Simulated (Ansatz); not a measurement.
Ge₂₄H₃₂, a nanocrystal cut from cubic germanium, relaxed as a singlet with RKS r2SCAN-D4/def2-SVP in Ansatz, starting from the GFN2-xTB geometry. Force threshold 0.03 eV/Å.

Single mean-field runs in def2-SVP are fitted with def2-universal-jkfit.

Start:

```xyz
56

Ge   -3.836   -2.475   -1.386
Ge    0.949    0.766   -4.836
Ge    1.124    3.876   -1.395
Ge   -3.862    0.160    1.732
Ge   -1.380    3.268    1.717
Ge   -1.486    0.804   -1.443
Ge    0.078   -2.816   -0.996
Ge    2.661    0.186   -1.092
Ge    0.086   -0.434    2.177
Ge   -2.367   -3.630    1.993
Ge    2.609    2.709    2.025
Ge    4.067   -1.684    2.343
Ge   -1.223    0.482   -3.850
Ge   -3.652   -0.152   -0.693
Ge   -2.060   -3.784   -0.399
Ge   -1.092    3.141   -0.715
Ge    2.768   -0.086   -3.518
Ge    2.877    2.543   -0.380
Ge   -3.561    2.468    2.391
Ge   -2.172   -1.319    2.719
Ge    0.415    1.956    2.753
Ge    0.369   -0.482   -0.325
Ge    4.291   -1.281   -0.014
Ge    1.803   -1.899    3.113
H    -5.207   -3.014   -1.005
H    -3.867   -2.558   -2.904
H     0.981    0.176   -6.234
H     1.180    2.240   -5.104
H     1.313    5.362   -1.141
H     1.222    3.809   -2.914
H    -5.254   -0.337    2.167
H    -1.244    4.736    2.160
H     0.306   -2.976   -2.495
H     1.200   -3.681   -0.434
H    -3.717   -4.185    2.421
H    -1.399   -4.500    2.777
H     2.908    4.108    2.539
H     3.676    1.884    2.733
H     4.745   -0.560    3.102
H     4.889   -2.891    2.757
H    -2.256    1.298   -4.610
H    -1.697   -0.938   -4.142
H    -4.747    0.671   -1.396
H    -2.166   -5.246   -0.853
H    -2.131    4.068   -1.369
H     4.097    0.445   -4.037
H     2.914   -1.577   -3.779
H     4.241    3.138   -0.768
H    -4.677    3.329    1.818
H    -3.777    2.617    3.890
H    -2.292   -1.259    4.252
H     0.323    2.136    4.279
H     4.234   -2.609   -0.755
H     5.700   -0.812   -0.345
H     1.339   -3.325    2.837
H     1.757   -1.867    4.633
```

**Question.** Estimate the energy that the relaxation releases and the steps that it takes.

**Answer.** 0.57 eV, in 5 steps; 28 s on 11 threads of AMD EPYC 7R13 on a shared host and a whole NVIDIA H100 80GB HBM3. The force fell under the threshold at step 4, but the optimiser went on and released 0.008 eV more. No frequencies were taken in this run, so the end may be a saddle point.

**Question.** Does the start keep its bonding and symmetry?

**Answer.** By distances, no bond broke or formed. The bond that changes most is Ge6–Ge22, from 2.52 to 2.44 Å (atoms count from 1). Point group Cs at the start, Cs at the end, both within 0.05 Å.

**Question.** Predict the relaxed structure.

**Answer.** 
```xyz
56

Ge   -3.854   -2.397   -1.396
Ge    0.967    0.858   -4.784
Ge    1.099    3.884   -1.403
Ge   -3.794    0.117    1.688
Ge   -1.318    3.201    1.667
Ge   -1.382    0.725   -1.433
Ge    0.073   -2.953   -1.041
Ge    2.538    0.179   -1.041
Ge    0.137   -0.470    2.062
Ge   -2.356   -3.576    2.052
Ge    2.598    2.706    2.048
Ge    4.067   -1.579    2.352
Ge   -1.231    0.431   -3.846
Ge   -3.578   -0.074   -0.730
Ge   -2.121   -3.755   -0.362
Ge   -1.091    3.047   -0.756
Ge    2.764   -0.091   -3.453
Ge    2.814    2.505   -0.367
Ge   -3.519    2.435    2.362
Ge   -2.075   -1.257    2.731
Ge    0.421    1.857    2.724
Ge    0.341   -0.629   -0.363
Ge    4.243   -1.253   -0.049
Ge    1.782   -1.941    3.090
H    -5.236   -2.903   -0.931
H    -3.796   -2.530   -2.930
H     1.029    0.240   -6.197
H     1.179    2.376   -4.933
H     1.251    5.345   -0.927
H     1.256    3.869   -2.937
H    -5.188   -0.403    2.116
H    -1.120    4.679    2.087
H     0.233   -3.064   -2.572
H     1.180   -3.809   -0.394
H    -3.763   -4.062    2.460
H    -1.324   -4.475    2.760
H     2.720    4.189    2.458
H     3.728    1.927    2.752
H     4.658   -0.361    3.084
H     4.912   -2.810    2.740
H    -2.282    1.329   -4.532
H    -1.610   -1.033   -4.155
H    -4.661    0.800   -1.409
H    -2.299   -5.231   -0.789
H    -2.201    3.898   -1.421
H     4.112    0.508   -3.908
H     2.820   -1.607   -3.738
H     4.216    2.986   -0.812
H    -4.607    3.312    1.709
H    -3.658    2.565    3.892
H    -2.193   -1.142    4.270
H     0.269    1.955    4.262
H     4.128   -2.634   -0.728
H     5.640   -0.691   -0.390
H     1.387   -3.391    2.737
H     1.695   -1.804    4.625
```
Bond lengths: 32 × Ge–Ge 2.43 to 2.44 Å; 32 × Ge–H 1.54 to 1.55 Å.
